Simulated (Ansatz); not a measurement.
ClF₃HOTa, SMILES `[OH][Ta]([F])([F])([F])[Cl]`, 7 atoms. Total charge 0; spin multiplicity 1. Correlated methods include outer-core shells of Ta, which these sets cover unevenly. Ta takes the def2 core potential. All runs use 4 threads of an AMD EPYC 7B13 on a shared host. Correlated methods freeze the cores.

Task: Give the basis size and wall time and peak host memory of each of these runs in Ansatz. RKS ωB97M-V/def2-QZVPP energy; RHF-CCSD(T)/def2-SVP energy; RKS PBE0-D4/def2-TZVP relaxation (9 steps); RKS ωB97M-V/def2-SVP energy; RHF-CCSD(T)/def2-TZVPP energy; RKS PBE-QIDH (frozen core)/def2-TZVPP energy; RKS BLYP-D4/def2-TZVPP energy; RKS B97M-V/def2-TZVPP energy; RKS PBE0-D4/def2-SVP energy; RKS PBE0-D4/def2-TZVP frequencies; RHF-MP2/def2-QZVPP energy; RKS PBE0-D4/def2-QZVPP energy. (An estimate is asked.)

Result: Ansatz gave: Other jobs shared the machine, so times are rough.

| level | job | functions | wall time | peak host memory (GiB) |
| --- | --- | --- | --- | --- |
| RKS PBE0-D4/def2-SVP | energy | 111 | 1.2 s | 0.26 |
| RKS BLYP-D4/def2-TZVPP | energy | 236 | 2.1 s | 0.33 |
| RKS ωB97M-V/def2-SVP | energy | 111 | 4.8 s | 0.4 |
| RKS PBE-QIDH (frozen core)/def2-TZVPP | energy | 236 | 4.9 s | 0.64 |
| RKS B97M-V/def2-TZVPP | energy | 236 | 6.5 s | 0.45 |
| RKS PBE0-D4/def2-QZVPP | energy | 409 | 6.5 s | 1.5 |
| RHF-CCSD(T)/def2-SVP | energy | 111 | 11 s | 0.68 |
| RHF-MP2/def2-QZVPP | energy | 409 | 12 s | 1.9 |
| RKS ωB97M-V/def2-QZVPP | energy | 409 | 15 s | 1.8 |
| RKS PBE0-D4/def2-TZVP | relaxation (9 steps) | 207 | 31 s | 0.62 |
| RKS PBE0-D4/def2-TZVP | frequencies | 207 | 99 s | 0.6 |
| RHF-CCSD(T)/def2-TZVPP | energy | 236 | 4.1 min | 5.5 |
